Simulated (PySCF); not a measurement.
Compound: H11N3Si4.
SMILES: `[SiH3]N([SiH3])[SiH]1N[SiH2]N1`

Torsions of this conformer, `[SiH3:1][N:2]([SiH3:3])[SiH:4]1[NH:5][SiH2:6][NH:7]1`: Si1–N2–Si4–N5 -70°.

The closed-shell ground state was solved at several levels (PySCF, density fitting, gas phase, non-relativistic). One conformer (not necessarily the lowest) at the PBE0-D3(BJ)/def2-SVP geometry, without solvent, vibrations or thermal averaging.

| level | basis functions | HOMO (eV) | LUMO (eV) | gap (eV) | dipole (D) |
| --- | --- | --- | --- | --- | --- |
| PBE0/pcSseg-1 | 202 | -7.24 | 0.03 | 7.27 | 0.51 |
| KT2/pcSseg-1 | 202 | -5.93 | -0.99 | 4.94 | 0.53 |

Q: What might CAM-B3LYP/def2-SVPD (244 basis functions) give for the same quantities?

A: HOMO -8.65 eV, LUMO 0.71 eV, gap 9.36 eV, dipole 0.47 D.

Q: Over all these levels, which gives the widest orbital gap and which the narrowest?

A: CAM-B3LYP/def2-SVPD (range-separated hybrid) has the widest, 9.36 eV, and KT2/pcSseg-1 (GGA) the narrowest, 4.94 eV. Functional and basis both differ between the two, so the spread mixes both effects.

Q: How far do the dipole and the HOMO energy spread over the levels?

A: The dipole runs from 0.47 to 0.53 D (mean 0.51 D) and the HOMO from -8.65 to -5.93 eV.
